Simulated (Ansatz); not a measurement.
Molecule: C$_{2}$H$_{2}$BCl$_{2}$, charge 0, multiplicity 2. It need not be the lowest isomer of its formula. SMILES: C=[C]B(Cl)Cl
Geometry from a B3LYP-D3(BJ)/def2-TZVP (Ansatz, a first-principles code) optimisation:
```xyz
7

C     -2.6300    -0.5746     0.4765
C     -1.3875    -0.3032     0.2514
B      0.0376     0.0082    -0.0068
Cl     0.4979     1.5792    -0.6602
Cl     1.2837    -1.1899     0.3374
H     -3.1018    -0.3631     1.4353
H     -3.2674    -1.0285    -0.2812
```
Charge 0, spin multiplicity 2.

Parts of the frozen-core correlation energy in cc-pwCVTZ (Ansatz, hartree). Frozen orbitals: 13; correlated occupied orbitals by spin: 14 and 13; virtual: 248 and 249. Open shells are spin-unrestricted. Spin-orbit coupling is left out. Non-relativistic.

```tsv
term	value
reference (HF)	-1020.68331
MP2 opposite-spin	?
MP2 same-spin	-0.19050
CCSD correlation	?
(T)	?
T1 diagnostic	0.027
largest doubles amplitude	0.089
<S^2> of the reference	0.893
```

### Question
Fill in the missing entries.

### Answer

- MP2 opposite-spin, value: -0.57027
- CCSD correlation, value: -0.81667
- (T), value: -0.03958
